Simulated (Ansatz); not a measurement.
Ansatz results at the PBE0-D4/def2-TZVP geometry: size of the dipole moment (PBE/def2-TZVPP) 0.00 D; HOMO energy (PBE0/def2-TZVPP) -8.69 eV; LUMO energy (B3LYP/def2-TZVPP) -1.87 eV.

Each molecule was computed in one conformer, which needn't be the lowest.

(1) Which molecule gave them?
A. `C[Se][Ti]([Cl])([Cl])[Cl]`
B. `[NH2][Ti]([NH2])([NH2])[F]`
C. `CC(C)[NH][Ti]([Cl])([Cl])[NH]C(C)C`
D. `[SiH3][O][Ti]([O][SiH3])([O][SiH3])[O][SiH3]`

## Answers

(1) D. The others give `CC(C)[NH][Ti]([Cl])([Cl])[NH]C(C)C`: 4.40, -7.25, -2.31; `[NH2][Ti]([NH2])([NH2])[F]`: 2.06, -7.23, -1.31; `C[Se][Ti]([Cl])([Cl])[Cl]`: 2.05, -7.44, -3.62.

B3LYP here is the variant with VWN-RPA as its local correlation; programs differ in this.
